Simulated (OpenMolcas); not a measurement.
## neutral phosphorus: RASPT2 settings compared

| Quantity | Value |
| --- | --- |
| Program | OpenMolcas |
| Basis | ANO-L-VQZP [6s5p3d2f] |
| Scalar Hamiltonian | non-relativistic, point nucleus |
| Active space | 5 electrons in 9 orbitals (RAS2 3s 3p; RAS3 3d, at most 2 electrons) |
| State averaging | 2S+1 = 4 odd, 1 root; 2S+1 = 2 odd, 8 roots |
| Spin-orbit coupling | RASSI with atomic mean-field integrals over the reference wave functions, term energies averaged over their components |

Methods on the same reference wave functions:
A. RASSCF
B. SS-RASPT2, IPEA 0.3 Eh, imaginary shift 0.1 Eh (closed shells correlated: none)
C. SS-RASPT2, IPEA 0.6 Eh, real shift 0.25 Eh (closed shells correlated: 2s 2p)
D. SS-RASPT2, IPEA 0 Eh, imaginary shift 0.3 Eh (closed shells correlated: 2s 2p)

Energies in cm-1 above 3s2 3p3 4S* 3/2, the measured ground level; measured values from NIST Handbook of Basic Atomic Spectroscopic Data.

| Level | A | B | C | D | Measured |
| --- | --- | --- | --- | --- | --- |
| 3s2 3p3 4S* 3/2 | 0.0 | 0.0 | 0.0 | 0.0 | 0.0 |
| 3s2 3p3 2D* 3/2 | 14576 | 11890 | 12040 | 11660 | 11361 |
| 3s2 3p3 2D* 5/2 | 14583 | 11900 | 12050 | 11670 | 11377 |
| 3s2 3p3 2P* 1/2 | 22658 | 19650 | 19860 | 19390 | 18723 |
| 3s2 3p3 2P* 3/2 | 22661 | 19660 | 19870 | 19400 | 18748 |

Deviations, from unrounded energies. A percentage is the sum of absolute deviations over the sum of measured energies, with the sign that they share, or ± where signs differ.

```
                        Against measurement  Levels      A     B     C     D
             mean absolute deviation (cm-1)       4   3600   720   900   480
other terms of the ground configuration (%)       4  +23.7  +4.8  +6.0  +3.2
```

D lies closest to measurement on these levels and A furthest from it. The largest miss of D in the table is 3s2 3p3 2P* 1/2, by +670 cm-1. The ranking rests on the paired levels alone, and a cruder setting can come out closer through cancelling errors.

Among B to D the level of the table that moves most is 3s2 3p3 2P* 1/2, by 470 cm-1 (lowest in D, highest in C). Moves below CASPT2's spread within the term are not significant.

From A to B the spin-free energies of the other terms of 3s2 3p3 shown, above 4S*, scale by factors of 0.82 to 0.87.

The lowest spin-free term lies below A's lowest term by 0.031 hartree in B, 0.063 hartree in C, 0.066 hartree in D.

CASPT2 breaks the degeneracy within a term, and the mean is taken; among the terms shown or strongly mixed into the levels shown the widest spread is 15 cm-1 (3s2 3p3 2D*, C). Active for correlation alone: 3d; no level in the range computed is led by a configuration that fills it, so any true level of that kind is missing. Without dynamic correlation excited terms often stand tens of per cent too high (terms of higher spin than the ground term too low), and those without a measured partner can miss by more than the paired ones (holds for A). Computed and measured levels are paired by configuration, term and J; levels that our copy of the source lacks, or whose pairing is in doubt (as where it misses far off the trend of its configuration), stay unpaired and out of the deviations. Levels of configurations outside the active space are missing.

* marks odd parity.
